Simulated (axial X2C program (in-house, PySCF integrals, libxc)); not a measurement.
Low determinants of CoIn at the PBE0 level, scalar-relativistic

All values were computed with an in-house all-electron X2C program for linear molecules (integrals from PySCF). Spin-free means the one-electron spin-free X2C Hamiltonian. Basis: In dyall-cv3z [11s12p9d4f1g], Co dyall-cv3z [9s10p6d3f2g] (cores contracted in-house); Gaussian nuclei, density fitting, unrestricted open shells. Masses: In 114.904 u, Co 58.933 u.

Search at 2.608 Å (vertical energies from the lowest determinant):

```
ΔE (eV)           state  electrons beyond evenly filled partner blocks  electrons in σ, π, δ, φ
   0.00  M_S = 1, Λ = 3                   π+α, π+β, π-α, δ+α, δ+β, δ-α               34 31 11 0
   0.15  M_S = 1, Λ = 1                   π+α, π-α, π-β, δ+α, δ+β, δ-α               34 31 11 0
   0.23  M_S = 1, Λ = 0                                       π+α, π-α               34 30 12 0
   0.36  M_S = 1, Λ = 0                                       δ+α, δ-α               34 32 10 0
   0.85  M_S = 2, Λ = 3                     2 × σα, π+α, δ+α, δ+β, δ-α               32 33 11 0
   1.10  M_S = 0, Λ = 2                              σβ, δ+α, δ+β, δ-α               33 32 11 0
   1.17  M_S = 2, Λ = 1                    π+α, 2 × π-α, δ+α, δ+β, δ-α               34 31 11 0
```

Lowest determinant, M_S = 1, Λ = 3 (beyond evenly filled blocks: π+α, π+β, π-α, δ+α, δ+β, δ-α): Re = 2.625 Å, ωe = 183.0 cm⁻¹.

The determinant in row 2 of the search, M_S = 1, Λ = 1 (beyond evenly filled blocks: π+α, π-α, π-β, δ+α, δ+β, δ-α), was followed along the bond at PBE0; measured from the minimum of the lowest determinant it gives:

Te = 0.155 eV (1248 cm⁻¹), Re = 2.627 Å, ωe = 182.4 cm⁻¹.

**Question.** Compare the bond of the determinant in row 2 with that of the lowest one.

**Answer.** At PBE0 its Re is 0.002 Å longer and its force constant, which goes as ωe², is 0.99 times that of the lowest determinant. This determinant mixes spin states, so it has no term energy of its own.

The search compares states at one distance, so a state with another bond length can lie lower; it is not exhaustive and yields mostly the lowest determinant of each block pattern, so other components and higher states of one pattern are missing. These are energies of single determinants, not of spin-adapted states; PBE0 term energies can be off by some tenths of an eV, and the functional has no current term. The lowest determinant need not be the ground state where others lie within half an eV. Row 1 is spin-contaminated (⟨S²⟩ = 2.13 against 2.00), so its values are not those of a pure state. Row 2 is spin-contaminated (⟨S²⟩ = 2.19 against 2.00), so its values are not those of a pure state.
